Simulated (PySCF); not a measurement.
PySCF input file for Si(Cl)(Br)(OH)(OMe) (CH4BrClO2Si), SMILES [Si](Br)(Cl)(OC)O, TDA-LC-ωPBE/def2-SVPD. The structure is a stationary point at B3LYP-D3(BJ)/def2-SVP. One conformer was computed; it need not be the lowest.

```python
import numpy as np
from pyscf import gto, scf, dft, tdscf

mol = gto.M(
    atom='''
    C    -2.36987289   -0.08470671   -1.40870045
    O    -1.28903626    0.75693226   -1.04415860
    Si    0.18037806    0.26865227   -0.53347557
    O     0.90946065   -0.58523006   -1.73548386
    Cl    1.24359612    1.95037059   -0.03680847
    Br   -0.00408174   -1.02386410    1.28116130
    H    -2.10503029   -0.72469649   -2.26697340
    H    -2.67509727   -0.72830726   -0.56584420
    H    -3.21857911    0.55479226   -1.69039427
    H     1.73098271   -1.04935433   -1.53368934
    ''',
    basis='def2-SVPD',
    charge=0,
    spin=0,
    max_memory=1600,
    verbose=4,
)
mf = dft.RKS(mol, xc='lc_wpbe').density_fit(auxbasis='def2-universal-jkfit')
mf.grids.level = 3
mf.conv_tol = 1e-9
mf.max_cycle = 100
mf.kernel()
mf.grids = dft.Grids(mol).set(level=1).build(with_non0tab=True)  # coarser grid for the response kernel
td = tdscf.TDA(mf)
td.singlet = True
td.nstates = 10
td.conv_tol = 1e-4
td.positive_eig_threshold = 1e-6
td.kernel(x0=td.get_init_guess(mf, 15))
td.analyze()
tt = tdscf.TDA(mf)
tt.singlet = False
tt.nstates = 4
tt.conv_tol = 1e-4
tt.positive_eig_threshold = 1e-6
tt.kernel(x0=tt.get_init_guess(mf, 9))
tt.analyze(verbose=3)
```

Output:

```
PySCF version 2.14.0

[INPUT] verbose = 4
[INPUT] num. atoms = 10
[INPUT] num. electrons = 92
[INPUT] charge = 0
[INPUT] spin (= nelec alpha-beta = 2S) = 0
[INPUT] symmetry False subgroup None
[INPUT] Mole.unit = angstrom
[INPUT] Symbol           X                Y                Z      unit          X                Y                Z       unit  Magmom
[INPUT]  1 C     -2.369872890000  -0.084706710000  -1.408700450000 AA   -4.478410712132  -0.160072482813  -2.662058042052 Bohr   0.0
[INPUT]  2 O     -1.289036260000   0.756932260000  -1.044158600000 AA   -2.435925496034   1.430394666248  -1.973173784609 Bohr   0.0
[INPUT]  3 Si     0.180378060000   0.268652270000  -0.533475570000 AA    0.340865132280   0.507679213043  -1.008122721446 Bohr   0.0
[INPUT]  4 O      0.909460650000  -0.585230060000  -1.735483860000 AA    1.718631549569  -1.105924533263  -3.279589189003 Bohr   0.0
[INPUT]  5 Cl     1.243596120000   1.950370590000  -0.036808470000 AA    2.350056076372   3.685666256506  -0.069557927364 Bohr   0.0
[INPUT]  6 Br    -0.004081740000  -1.023864100000   1.281161300000 AA   -0.007713370712  -1.934822737774   2.421043978392 Bohr   0.0
[INPUT]  7 H     -2.105030290000  -0.724696490000  -2.266973400000 AA   -3.977930732014  -1.369477889534  -4.283958857674 Bohr   0.0
[INPUT]  8 H     -2.675097270000  -0.728307260000  -0.565844200000 AA   -5.055201196872  -1.376301255932  -1.069290567174 Bohr   0.0
[INPUT]  9 H     -3.218579110000   0.554792260000  -1.690394270000 AA   -6.082233028146   1.048405427428  -3.194382212834 Bohr   0.0
[INPUT] 10 H      1.730982710000  -1.049354330000  -1.533689340000 AA    3.271083248257  -1.982992291326  -2.898252812765 Bohr   0.0

nuclear repulsion = 641.623940998419
number of shells = 78
number of NR pGTOs = 306
number of NR cGTOs = 190
basis = def2-SVPD
ecp = {}


[settings echo left out]
init E= -3513.16961825771
  HOMO = -0.391911350000182  LUMO = -0.0243551506248929  gap/eV = 10.00171
cycle= 1 E= -3513.49164459438  delta_E= -0.322  |g|= 0.872  |ddm|= 4.25
  HOMO = -0.364141339943026  LUMO = 0.0353186477280292  gap/eV = 10.86986
cycle= 2 E= -3513.50307611602  delta_E= -0.0114  |g|= 0.896  |ddm|= 2.54
  HOMO = -0.417315552390641  LUMO = 0.0460820655768632  gap/eV = 12.60969
cycle= 3 E= -3513.64725591211  delta_E= -0.144  |g|= 0.0745  |ddm|= 1.05
  HOMO = -0.420354841951721  LUMO = 0.0500654921243777  gap/eV = 12.80079
cycle= 4 E= -3513.64845108036  delta_E= -0.0012  |g|= 0.0259  |ddm|= 0.139
  HOMO = -0.421110051921454  LUMO = 0.0495908530406006  gap/eV = 12.80842
cycle= 5 E= -3513.64864750777  delta_E= -0.000196  |g|= 0.00601  |ddm|= 0.065
  HOMO = -0.420796620500008  LUMO = 0.0497662355641717  gap/eV = 12.80467
cycle= 6 E= -3513.64865770037  delta_E= -1.02e-05  |g|= 0.00226  |ddm|= 0.0129
  HOMO = -0.42073561534033  LUMO = 0.0497883374707837  gap/eV = 12.80361
cycle= 7 E= -3513.64865880553  delta_E= -1.11e-06  |g|= 0.000849  |ddm|= 0.00385
  HOMO = -0.420775656780515  LUMO = 0.0497714092187769  gap/eV = 12.80424
cycle= 8 E= -3513.64865902713  delta_E= -2.22e-07  |g|= 0.000243  |ddm|= 0.00137
  HOMO = -0.420793356819717  LUMO = 0.0497715153212681  gap/eV = 12.80472
cycle= 9 E= -3513.64865904597  delta_E= -1.88e-08  |g|= 6.39e-05  |ddm|= 0.000485
  HOMO = -0.420787654323974  LUMO = 0.0497724705120626  gap/eV = 12.80459
cycle= 10 E= -3513.64865904844  delta_E= -2.47e-09  |g|= 1.23e-05  |ddm|= 0.000211
  HOMO = -0.420789694643338  LUMO = 0.0497724159104438  gap/eV = 12.80465
cycle= 11 E= -3513.64865904853  delta_E= -9.55e-11  |g|= 4.22e-06  |ddm|= 4.79e-05
  HOMO = -0.420789251131743  LUMO = 0.0497723649857762  gap/eV = 12.80463
Extra cycle  E= -3513.64865904854  delta_E= -3.64e-12  |g|= 2.67e-06  |ddm|= 1.25e-05
converged SCF energy = -3513.64865904854
tot grids = 45488
Overwritten attributes  positive_eig_threshold  of <class 'pyscf.tdscf.rks.TDA'>


******** <class 'pyscf.tdscf.rks.TDA'> for <class 'pyscf.df.df_jk.DFRKS'> ********
nstates = 10 singlet
deg_eia_thresh = 1.000e-03
wfnsym = None
conv_tol = 0.0001
eigh lindep = 1e-12
eigh level_shift = 0
eigh max_cycle = 100


Excitation energies (eV)
[7.50692329 7.59590403 8.54996665 8.63125562 8.79307011 8.81678579
 8.9138836  9.05133533 9.12721305 9.17524516]

** Singlet excitation energies and oscillator strengths **
Excited State   1:      7.50692 eV    165.16 nm  f=0.0233
      46 -> 47        0.51451
      46 -> 48        0.25807
      46 -> 49       -0.10962
      46 -> 51       -0.25332
      46 -> 54       -0.17187
Excited State   2:      7.59590 eV    163.23 nm  f=0.0303
      44 -> 47       -0.13053
      45 -> 47        0.49207
      45 -> 48        0.25966
      45 -> 49       -0.10164
      45 -> 51       -0.23946
      45 -> 54       -0.17407
      45 -> 56       -0.10625
Excited State   3:      8.54997 eV    145.01 nm  f=0.0247
      41 -> 47        0.10244
      42 -> 47       -0.20972
      42 -> 49        0.12210
      42 -> 51        0.12594
      43 -> 47       -0.16682
      43 -> 49        0.10274
      44 -> 47       -0.40943
      44 -> 49        0.12096
      44 -> 51        0.16093
      44 -> 56        0.12312
      45 -> 47       -0.12165
Excited State   4:      8.63126 eV    143.65 nm  f=0.0172
      40 -> 47        0.12858
      40 -> 48       -0.10067
      42 -> 47       -0.10542
      44 -> 48        0.11832
      45 -> 47        0.11604
      46 -> 47       -0.32556
      46 -> 48        0.31526
      46 -> 49       -0.14491
      46 -> 51       -0.18973
      46 -> 59        0.11432
Excited State   5:      8.79307 eV    141.00 nm  f=0.0582
      41 -> 47        0.31716
      41 -> 48        0.10283
      41 -> 49       -0.18003
      41 -> 51       -0.17311
      42 -> 47        0.29991
      42 -> 49       -0.15612
      42 -> 51       -0.17260
      46 -> 51        0.11067
Excited State   6:      8.81679 eV    140.62 nm  f=0.0583
      42 -> 47        0.12443
      43 -> 47        0.19280
      43 -> 51       -0.10354
      44 -> 53        0.10634
      45 -> 47       -0.29446
      45 -> 48        0.22507
      45 -> 49       -0.14901
      45 -> 51       -0.19331
      45 -> 59        0.12624
      46 -> 47       -0.12915
      46 -> 48        0.10407
      46 -> 51       -0.15723
Excited State   7:      8.91388 eV    139.09 nm  f=0.1350
      42 -> 47        0.13699
      43 -> 47        0.23923
      44 -> 47       -0.29961
      44 -> 56        0.10277
      45 -> 47        0.19385
      45 -> 48       -0.16453
      45 -> 49        0.19986
      45 -> 51        0.25595
Excited State   8:      9.05134 eV    136.98 nm  f=0.0722
      40 -> 47       -0.19936
      42 -> 47        0.13820
      43 -> 47       -0.11556
      46 -> 47       -0.13624
      46 -> 49       -0.14263
      46 -> 51       -0.31150
      46 -> 52       -0.23978
      46 -> 53        0.18394
      46 -> 56        0.19004
      46 -> 58       -0.11969
      46 -> 60       -0.10768
Excited State   9:      9.12721 eV    135.84 nm  f=0.0398
      40 -> 47       -0.23305
      40 -> 51        0.10276
      41 -> 47       -0.16944
      42 -> 47        0.14917
      43 -> 47       -0.20341
      44 -> 48        0.12335
      44 -> 50        0.11497
      45 -> 53        0.13490
      46 -> 52        0.18176
      46 -> 53       -0.18022
      46 -> 56       -0.16117
Excited State  10:      9.17525 eV    135.13 nm  f=0.0211
      38 -> 47        0.11003
      40 -> 47        0.19108
      40 -> 48       -0.16015
      42 -> 48        0.15223
      44 -> 48        0.24927
      44 -> 49       -0.17298
      44 -> 50        0.11058
      45 -> 49       -0.13299
      45 -> 51       -0.14219
      45 -> 52       -0.13417
      45 -> 53        0.12617
      45 -> 56        0.10115
      46 -> 49        0.11254
      46 -> 52       -0.12024
      46 -> 53        0.14977
      46 -> 56        0.11658

** Transition electric dipole moments (AU) **
state          X           Y           Z        Dip. S.      Osc.
  1         0.0296      0.3459      0.0777      0.1266      0.0233
  2         0.3902      0.0942     -0.0415      0.1628      0.0303
  3        -0.1085      0.3222     -0.0491      0.1180      0.0247
  4         0.1840     -0.2169     -0.0171      0.0812      0.0172
  5         0.1164     -0.3456      0.3703      0.2701      0.0582
  6        -0.1170      0.0771     -0.5004      0.2700      0.0583
  7         0.5273      0.1717     -0.5571      0.6180      0.1350
  8        -0.1413     -0.5522     -0.0250      0.3255      0.0722
  9        -0.0793     -0.3994      0.1100      0.1779      0.0398
 10         0.0850      0.2843      0.0766      0.0939      0.0211

** Transition velocity dipole moments (imaginary part, AU) **
state          X           Y           Z        Dip. S.      Osc.
  1         0.0087      0.1197      0.0436      0.0163      0.0394
  2         0.1398      0.0188     -0.0019      0.0199      0.0475
  3        -0.0395      0.1002     -0.0018      0.0116      0.0246
  4         0.0480     -0.0385      0.0184      0.0041      0.0087
  5         0.0772     -0.1010      0.1376      0.0351      0.0724
  6        -0.0043      0.0202     -0.1591      0.0257      0.0529
  7         0.1538      0.0369     -0.1811      0.0578      0.1177
  8        -0.0387     -0.1611     -0.0005      0.0275      0.0550
  9        -0.0359     -0.1313      0.0169      0.0188      0.0374
 10         0.0304      0.0947      0.0244      0.0105      0.0207

** Transition magnetic dipole moments (imaginary part, AU) **
state          X           Y           Z
  1         0.3171     -0.0287     -0.0082
  2        -0.0631     -0.2701     -0.2224
  3        -0.0945      0.1013     -0.5017
  4        -1.2050      0.2187     -0.3564
  5         0.0638      0.0195      0.5133
  6        -0.3946      0.2805      0.6048
  7         0.1237     -0.9597     -0.6096
  8        -0.5516      0.2165      0.1523
  9         0.3325     -0.4640      0.3954
 10        -0.3290     -0.0901     -0.4048


******** <class 'pyscf.tdscf.rks.TDA'> for <class 'pyscf.df.df_jk.DFRKS'> ********
nstates = 4 triplet
deg_eia_thresh = 1.000e-03
wfnsym = None
conv_tol = 0.0001
eigh lindep = 1e-12
eigh level_shift = 0
eigh max_cycle = 100


Excitation energies (eV)
[6.89336713 6.9986253  7.7834429  8.0180012 ]

** Triplet excitation energies and oscillator strengths **
Excited State   1:      6.89337 eV    179.86 nm  f=0.0000
Excited State   2:      6.99863 eV    177.16 nm  f=0.0000
Excited State   3:      7.78344 eV    159.29 nm  f=0.0000
Excited State   4:      8.01800 eV    154.63 nm  f=0.0000
```

The run converged.

Cost: about 6 core-minutes (a rough figure).
